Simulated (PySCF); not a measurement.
Bond curve of ErCl

Set-up: basis Er x2c-SVPall, Cl x2c-SVPall; spin-free X2C with a Gaussian nucleus; PySCF 2.14. Energies in eV from Er (4f12 6s2) + Cl in their ground configurations at the same level. State: quartet, about 11.6 electrons in the 4f shell (Mulliken), real f orbitals that mix terms.

```
R (Å)    PBE0  r²SCAN
2.110  -3.431  -4.064
2.208  -3.966  -4.598
2.306  -4.252  -4.880
2.379  -4.349  -4.971
2.453  -4.373  -4.987
2.527  -4.342  -4.947
2.625  -4.239  -4.830
2.747  -4.043  -4.615
2.894  -3.753  -4.303
3.091  -3.327  -3.849
```

Task: Put a parabola through the three lowest points of the PBE0 curve and estimate Re, k and ωe (reduced mass 28.88 u; 1 eV/Å² = 0.16022 mdyn/Å; ωe = 1302.8·√(k/μ) cm⁻¹).

Result: Through R = 2.379, 2.453, 2.527 Å the second-order coefficient is 5.02 eV/Å², so Re ≈ 2.448 Å, k ≈ 1.61 mdyn/Å and ωe ≈ 308 cm⁻¹. A polynomial fit of higher order to the unrounded PBE0 energies gives Re = 2.445 Å, k = 1.67 mdyn/Å, ωe = 314 cm⁻¹; anharmonicity and rounding make the difference.

The higher-order fit for each curve: PBE0: Re = 2.445 Å, ωe = 314 cm⁻¹, De = 4.37 eV; r²SCAN: Re = 2.434 Å, ωe = 324 cm⁻¹, De = 4.99 eV.

Spin–orbit coupling is left out, which matters for elements this heavy, above all for dissociation energies. With d or f electrons several states lie close, and the lowest PBE0 determinant need not be the measured ground state.
